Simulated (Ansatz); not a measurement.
Pulling on the C1–Si2 bond in CH4Si (SMILES C=[SiH2]) (multiplicity 1 held, fragments rigid). Energies count from the point at 1.701 Å.
Geometry at that point (charge 0, multiplicity 1):
```xyz
6

C     -1.1507    -0.0547    -0.0063
Si     0.5483     0.0261     0.0030
H     -1.7706     0.8303    -0.0678
H     -1.6844    -0.9947     0.0488
H      1.4000    -1.1728     0.0864
H      1.2833     1.3004    -0.0716
```

Signs of static correlation in cc-pV(T+d)Z, from Ansatz (an electronic-structure program) runs.

```tsv
R (Å)	T1 of restricted CCSD	⟨S²⟩ of UHF	largest double amplitude of restricted CCSD
1.361	0.011	0.000	0.068
1.531	0.012	0.000	0.094
1.701	0.014	0.255	0.125
1.871	0.017	0.597	0.161
2.041	0.020	0.795	___
2.296	0.025	1.029	0.264
2.551	0.034	1.391	___
2.977	0.038	1.805	0.448
3.402	0.043	1.950	0.558
3.912	0.050	2.002	0.659
4.592	0.054	2.016	0.727
5.443	0.299	2.019	1.169
```

Complete the blanks.


- 2.041, largest double amplitude of restricted CCSD: 0.200
- 2.551, largest double amplitude of restricted CCSD: 0.332

Doubts at one or more of the structures used: a restricted determinant that unrestricted orbitals would lower (R-CCSD(T)/cc-pV(T+d)Z); other coupled-cluster roots lie near (R-CCSD(T)/cc-pV(T+d)Z); T1 above 0.05 (R-CCSD(T)/cc-pV(T+d)Z, U-CCSD(T)/cc-pV(T+d)Z); a spin-contaminated determinant (U-CCSD(T)/cc-pV(T+d)Z); the program's own flag: large difference (U-CCSD(T)/cc-pV(T+d)Z).
